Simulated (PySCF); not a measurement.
methanol (CH4O), singlet, at a GFN2-xTB geometry; B3LYP/STO-3G run with PySCF.

Here is a job for PySCF.
```python
from pyscf import gto, scf, dft

mol = gto.Mole()
mol.atom = '''
    C    -0.05774864    0.65750333    0.00623833
    O    -0.03498085   -0.74857812   -0.00758921
    H    -1.10610419    0.95010140    0.00407242
    H     0.88017380   -1.04794998   -0.00613415
    H     0.42182552    1.06188832    0.90433371
    H     0.43044352    1.07956523   -0.87898825
'''
mol.basis = 'sto-3g'
mol.verbose = 5
mol.build()

mf = dft.RKS(mol)
mf.xc = 'b3lyp'
mf.kernel()
```

What the program printed (banner, timings and long lists left out):

```
PySCF version 2.14.0

[INPUT] verbose = 5
[INPUT] max_memory = 4000
[INPUT] num. atoms = 6
[INPUT] num. electrons = 18
[INPUT] charge = 0
[INPUT] spin (= nelec alpha-beta = 2S) = 0
[INPUT] symmetry False subgroup None
[INPUT] Mole.unit = angstrom
[INPUT] Symbol           X                Y                Z      unit          X                Y                Z       unit  Magmom
[...]
[INPUT] ---------------- BASIS SET ----------------
[INPUT] l, kappa, [nprim/nctr], expnt,             c_1 c_2 ...
[INPUT] C
[...]
                                13.045096         0.53532814
                                3.5305122         0.44463454
[...]
                                0.6834831         0.39951283
                                0.2222899         0.70011547
[...]
                                0.6834831         0.60768372
                                0.2222899         0.39195739
[INPUT] H
[...]
                                0.62391373        0.53532814
                                0.1688554         0.44463454
[INPUT] O
[...]
                                23.808861         0.53532814
                                6.4436083         0.44463454
[...]
                                1.1695961         0.39951283
                                0.380389          0.70011547
[...]
                                1.1695961         0.60768372
                                0.380389          0.39195739

nuclear repulsion = 40.5175229963512
number of shells = 10
number of NR pGTOs = 42
number of NR cGTOs = 14
basis = sto-3g
ecp = {}

******** <class 'pyscf.dft.rks.RKS'> ********
method = RKS
initial guess = minao
damping factor = 0
level_shift factor = 0
DIIS = <class 'pyscf.scf.diis.CDIIS'>
diis_start_cycle = 1
diis_space = 8
diis_damp = 0
SCF conv_tol = 1e-09
SCF conv_tol_grad = None
SCF max_cycles = 50
direct_scf = True
direct_scf_tol = 1e-13
XC library pyscf.dft.libxc version 7.1.2
    S. Lehtola, C. Steigemann, M. J. T. Oliveira, and M. A. L. Marques,  SoftwareX 7, 1–5 (2018)
XC functionals = b3lyp
    P. J. Stephens, F. J. Devlin, C. F. Chabalowski, and M. J. Frisch,  J. Phys. Chem. 98, 11623 (1994)
radial grids:
    Treutler-Ahlrichs [JCP 102, 346 (1995); DOI:10.1063/1.469408] (M4) radial grids

becke partition: Becke, JCP 88, 2547 (1988); DOI:10.1063/1.454033
pruning grids: <function nwchem_prune>
grids dens level: 3
symmetrized grids: False
atomic radii adjust function: <function treutler_atomic_radii_adjust>
small_rho_cutoff = 0
Set gradient conv threshold to 3.16228e-05
Initial guess from minao.
atom C rad-grids = 75, ang-grids = [ 50  50  50  50  50  50  50  50  50  50  50  50  50  50  50  50  50  50
  50  50  50  50  86  86  86  86  86  86  86  86  86  86 266 266 266 266
 266 266 302 302 302 302 302 302 302 302 302 302 302 302 302 302 302 302
 302 302 302 302 266 266 266 266 266 266 266 266 266 266 266 266 266 266
 266 266 266]
atom O rad-grids = 75, ang-grids = [ 50  50  50  50  50  50  50  50  50  50  50  50  50  50  50  50  50  50
  50  50  50  50  50  86  86  86  86  86  86  86  86  86 266 266 266 266
 266 266 266 302 302 302 302 302 302 302 302 302 302 302 302 302 302 302
 302 302 302 302 302 266 266 266 266 266 266 266 266 266 266 266 266 266
 266 266 266]
atom H rad-grids = 50, ang-grids = [ 50  50  50  50  50  50  50  50  50  50  50  50  50  50  50  86  86  86
  86 266 266 266 266 266 302 302 302 302 302 302 302 302 302 302 302 302
 302 266 266 266 266 266 266 266 266 266 266 266 266 266]
tot_boxes 1728, boxes in each direction [10 10 10]
Padding 0 grids
tot grids = 67432
nelec by numeric integration = 17.82145290479367
E1 = -234.0242366146598  E2 = 79.25110283277793  Ecoul = 94.66078387688955  Exc = -15.409681044111618
init E= -114.255610785531
cond(S) = 9.789322412340738
[...]
  mo_energy =
[-19.17411306 -10.05107496  -1.14995665  -0.750405    -0.5476048
  -0.45752028  -0.4553447   -0.35489934  -0.29468686   0.22402525
   0.30142923   0.38500617   0.39302608   0.40446066]
nelec by numeric integration = 18.000012561626324
E1 = -237.38140491965322  E2 = 82.75661045563744  Ecoul = 98.48242852526324  Exc = -15.7258180696258
cycle= 1 E= -114.107271467665  delta_E= 0.148  |g|= 0.424  |ddm|= 2.69
[...]
  mo_energy =
[-1.85668086e+01 -1.01015013e+01 -8.60503898e-01 -6.38890161e-01
 -4.20756076e-01 -4.11884662e-01 -3.39656450e-01 -9.39850300e-02
 -6.78319872e-04  3.78998862e-01  4.25031988e-01  4.37455060e-01
  4.64415576e-01  5.54657037e-01]
nelec by numeric integration = 18.000013123113018
E1 = -235.18847421406775  E2 = 80.55177622809535  Ecoul = 96.0468582143658  Exc = -15.495081986270456
cycle= 2 E= -114.119174989621  delta_E= -0.0119  |g|= 0.405  |ddm|= 1.16
[...]
  mo_energy =
[-18.85453489 -10.02998869  -0.95319036  -0.63529774  -0.43890345
  -0.39175661  -0.36600466  -0.2121094   -0.13601918   0.33490644
   0.41889072   0.45972663   0.47680211   0.49782786]
nelec by numeric integration = 18.00001268495375
E1 = -236.11235046190194  E2 = 81.4253543928753  Ecoul = 97.0149755933026  Exc = -15.589621200427292
cycle= 3 E= -114.169473072675  delta_E= -0.0503  |g|= 0.0225  |ddm|= 0.559
[...]
  mo_energy =
[-18.86325562 -10.05553359  -0.95795808  -0.64257072  -0.44530327
  -0.39953396  -0.37315457  -0.21766243  -0.14067545   0.33017894
   0.41259141   0.45117179   0.47025733   0.49067099]
nelec by numeric integration = 18.00001272285309
E1 = -236.20480760786842  E2 = 81.51766771495014  Ecoul = 97.11201899636411  Exc = -15.594351281413974
cycle= 4 E= -114.169616896567  delta_E= -0.000144  |g|= 0.00839  |ddm|= 0.0418
[...]
  mo_energy =
[-18.86181086 -10.04926167  -0.95610247  -0.64104832  -0.44382895
  -0.39813193  -0.37148276  -0.21659469  -0.13933778   0.33213603
   0.41441762   0.45280504   0.47143455   0.49254169]
nelec by numeric integration = 18.000012707101174
E1 = -236.17777749374017  E2 = 81.49061534359863  Ecoul = 97.08351364984931  Exc = -15.592898306250673
cycle= 5 E= -114.16963915379  delta_E= -2.23e-05  |g|= 0.000175  |ddm|= 0.0111
[...]
  mo_energy =
[-18.86191902 -10.04923558  -0.95622406  -0.64100955  -0.44384822
  -0.39804445  -0.37147829  -0.21666269  -0.13942026   0.33201948
   0.41438377   0.45291125   0.47149886   0.49254828]
nelec by numeric integration = 18.000012706959875
E1 = -236.1779970879653  E2 = 81.49083491853492  Ecoul = 97.08375024997146  Exc = -15.59291533143655
cycle= 6 E= -114.169639173079  delta_E= -1.93e-08  |g|= 2.09e-05  |ddm|= 0.000547
[...]
  mo_energy =
[-18.86189758 -10.04923016  -0.95621473  -0.64100782  -0.443844
  -0.39804676  -0.37147623  -0.21665086  -0.13941115   0.33202565
   0.41438716   0.45290829   0.47149879   0.49254903]
nelec by numeric integration = 18.00001270694239
E1 = -236.17795062825002  E2 = 81.49078845862797  Ecoul = 97.08369956720891  Exc = -15.592911108580934
cycle= 7 E= -114.169639173271  delta_E= -1.92e-10  |g|= 1.78e-06  |ddm|= 4.28e-05
[...]
  mo_energy =
[-18.86189586 -10.04923008  -0.95621401  -0.64100785  -0.4438436
  -0.39804684  -0.37147568  -0.2166499   -0.13941037   0.33202578
   0.41438758   0.45290818   0.47149845   0.49254973]
nelec by numeric integration = 18.0000127069414
E1 = -236.17794345311307  E2 = 81.49078128349026  Ecoul = 97.08369173728411  Exc = -15.592910453793854
Extra cycle  E= -114.169639173272  delta_E= -7.67e-13  |g|= 1.1e-06  |ddm|= 3.93e-06
converged SCF energy = -114.169639173272
```
